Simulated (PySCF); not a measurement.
Ligand exchange on a metal centre used in film growth or etching (Zr Cl-Br). All species are isolated molecules in the gas phase.

Level of theory: TPSSh-D3(BJ)/def2-TZVP // TPSS-D3(BJ)/def2-SVP (PySCF). 

```csv
species,HOMO (eV),charge on the central atom (Mulliken) (e),mean distance from the central atom to its bonded neighbours (Å)
0 of 4 Cl replaced by Br,-9.01,(withheld),2.337
3 of 4 Cl replaced by Br ([Zr(Cl)(Br)3]),-8.28,1.30,(withheld)
4 of 4 Cl replaced by Br,-8.27,1.28,2.484
```

### Question
Complete the blanks.

### Answer

- 0 of 4 Cl replaced by Br, charge on the central atom (Mulliken) (e): 1.38
- 3 of 4 Cl replaced by Br ([Zr(Cl)(Br)3]), mean distance from the central atom to its bonded neighbours (Å): 2.448
